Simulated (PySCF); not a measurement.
arsenic trifluoride (AsF3), SMILES F[As](F)F. Heavy atoms are numbered as in [F:1][As:2]([F:3])[F:4].

Geometry: B3LYP-D3(BJ)/def2-SVP.

The numbers are results of PBE0/pcSseg-2 run with PySCF, not measurements.

GIAO shieldings, no solvent; atoms alike by connectivity are averaged. δ = σ(ref) − σ: ¹⁹F against CFCl3 (σ = 165.8 ppm); ⁷⁵As against AsH3 (σ = 1914.7 ppm), references at their B3LYP-D3(BJ)/def2-TZVP geometries, non-relativistic.

Q: Estimate the chemical shifts. (Estimate from the structure and the level; the computed values follow.)

A: 
```csv
nucleus,atoms,count,δ (ppm)
¹⁹F,F1,3,-35.4
⁷⁵As,As2,1,891.0
```
